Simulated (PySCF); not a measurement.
# Dipole moment and polarisability of `O=S(=O)(Cl)[C@@H](F)C(F)F`

Compound: C2H2ClF3O2S.
Cartesian coordinates in Å at the GFN2-xTB level; atoms count from 1:
```xyz
11
C2H2ClF3O2S angstrom
O      0.832   -1.239   -1.357
S      1.222   -0.014   -0.751
O      1.836    1.001   -1.530
Cl     2.443   -0.401    0.795
C     -0.273    0.709    0.081
F     -0.866    1.416   -0.903
C     -1.137   -0.462    0.518
F     -0.359   -1.344    1.175
F     -2.092   -0.074    1.386
H      0.011    1.379    0.897
H     -1.612   -0.968   -0.336
```

Level: wB97X-D/def2-SVPD (PySCF), static field, nuclei fixed, core orbitals frozen in the response. The polarisability tensor in these axes (au):

```
x   74.57 -2.44  2.84
y   -2.44 60.66 -3.10
z    2.84 -3.10 67.22
```

Question: Give the principal values, the mean and the anisotropy Δα = √{½[(α1 − α2)² + (α2 − α3)² + (α1 − α3)²]}.

Answer: Principal values 59.32, 66.86 and 76.26 au; mean 67.48 au = 10.00 Å³ = 11.13 × 10⁻⁴⁰ C²·m²/J; Δα = 14.70 au (22 % of the mean).

Question: What is the dipole moment, and where does it point?

Answer: (-1.02, 0.60, 1.91) D, 2.25 D in size, pointing from the negative to the positive side. Measured along this direction, the outermost atoms are O3 and O1 at the negative end and F9 at the positive end.

Question: Orientational against electronic polarisability at 500 K (dilute gas, rigid molecules)?

Answer: In Gaussian units μ²/3kT = 24.38 Å³ against 10.00 Å³, a ratio of 2.44; the Debye molar polarisation (4π/3)N_A(α + μ²/3kT) is 86.7 cm³/mol, leaving out the vibrational part.

Question: Rayleigh depolarisation ratio (linearly polarised light, static tensor)?

Answer: ρ = 3Δα²/(45ᾱ² + 4Δα²) = 648.2/(204931 + 864.2) = 0.00315.

Question: What are the principal values of the traceless quadrupole moment, Θ = ½Σq(3rr − r²1), about the centre of nuclear charge?

Answer: -9.68, 0.99, 8.69 D·Å. The values depend on the origin, since the dipole doesn't vanish. The electronic extent ⟨r²⟩ about the same centre is 1406 bohr², a root-mean-square distance of 2.09 Å for the 90 electrons.

Question: Refractivity n − 1 of an ideal gas of it at 350 K and 1 atm, from the electronic α?

Answer: N = p/kT = 2.0968 × 10¹⁹ cm⁻³, so n − 1 = 2π × N × 10.00 × 10⁻²⁴ cm³ = 1317 × 10⁻⁶ at long wavelengths.

Question: Find the Langevin capture rate constant for NO+ (29.998 u) meeting this molecule (181.942 u), k = 2.342 × 10⁻⁹ cm³/s × √(α in Å³ / reduced mass in u).

Answer: The reduced mass is 25.75 u, so k = 1.46 × 10⁻⁹ cm³/s. The formula leaves out the permanent dipole, which adds to the capture rate.

The structure is a single GFN2-xTB conformer in the gas phase; no vibrational or solvent corrections.
